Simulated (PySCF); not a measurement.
GaCl, SMILES [Cl][Ga] (connectivity only; charge and spin as stated), neutral, multiplicity 1.

Geometry: PBE-D3(BJ)/def2-TZVP.

Method: TDA-B3LYP/def2-TZVPD in PySCF.

Vertical excitations; the highest root listed may be one member of a degenerate set. The molecule is in vacuum. State labels are in the subgroup C2v.

Q: Estimate the UV-visible absorptions. (Estimate from the structure and the level; the computed values follow.)

A: 
```json
[
 {"state": "S1", "symmetry": "B2", "energy (eV)": "4.93", "λ (nm)": "251", "f": "0.118", "main pairs": "HOMO→LUMO+1 (degenerate set)"},
 {"state": "S2", "symmetry": "B1", "energy (eV)": "4.93", "λ (nm)": "251", "f": "0.118", "main pairs": "HOMO→LUMO (degenerate set)"},
 {"state": "S3", "symmetry": "A2", "energy (eV)": "5.40", "λ (nm)": "229", "f": "0.000", "main pairs": "HOMO−2→LUMO+1 50 %, HOMO−1→LUMO 50 %"},
 {"state": "S4", "symmetry": "A1", "energy (eV)": "5.47", "λ (nm)": "227", "f": "0.000", "main pairs": "HOMO−2→LUMO, HOMO−1→LUMO+1 (degenerate set)"},
 {"state": "S5", "symmetry": "A2", "energy (eV)": "5.47", "λ (nm)": "227", "f": "0.000", "main pairs": "HOMO−1→LUMO, HOMO−2→LUMO+1 (degenerate set)"},
 {"state": "S6", "symmetry": "A1", "energy (eV)": "6.12", "λ (nm)": "203", "f": "0.000", "main pairs": "HOMO−1→LUMO+1 37 %, HOMO−2→LUMO 37 %, HOMO→LUMO+2 23 %"},
 {"state": "S7", "symmetry": "A1", "energy (eV)": "7.04", "λ (nm)": "176", "f": "0.048", "main pairs": "HOMO→LUMO+3 98 %"},
 {"state": "S8", "symmetry": "A1", "energy (eV)": "7.35", "λ (nm)": "169", "f": "1.043", "main pairs": "HOMO→LUMO+2 69 %"},
 {"state": "S9", "symmetry": "B1", "energy (eV)": "7.55", "λ (nm)": "164", "f": "0.033", "main pairs": "HOMO−2→LUMO+2 (degenerate set)"},
 {"state": "S10", "symmetry": "B2", "energy (eV)": "7.55", "λ (nm)": "164", "f": "0.033", "main pairs": "HOMO−1→LUMO+2 (degenerate set)"},
 {"state": "T1", "symmetry": "B2", "energy (eV)": "3.59", "λ (nm)": "345", "f": "0", "main pairs": "HOMO→LUMO+1 (degenerate set)"},
 {"state": "T2", "symmetry": "B1", "energy (eV)": "3.59", "λ (nm)": "345", "f": "0", "main pairs": "HOMO→LUMO (degenerate set)"},
 {"state": "T3", "symmetry": "A1", "energy (eV)": "5.13", "λ (nm)": "241", "f": "0", "main pairs": "HOMO−1→LUMO+1 49 %, HOMO−2→LUMO 49 %"},
 {"state": "T4", "symmetry": "A1", "energy (eV)": "5.24", "λ (nm)": "237", "f": "0", "main pairs": "HOMO−2→LUMO 50 %, HOMO−1→LUMO+1 50 %"}
]
```
Triplets are in the Tamm–Dancoff approximation.
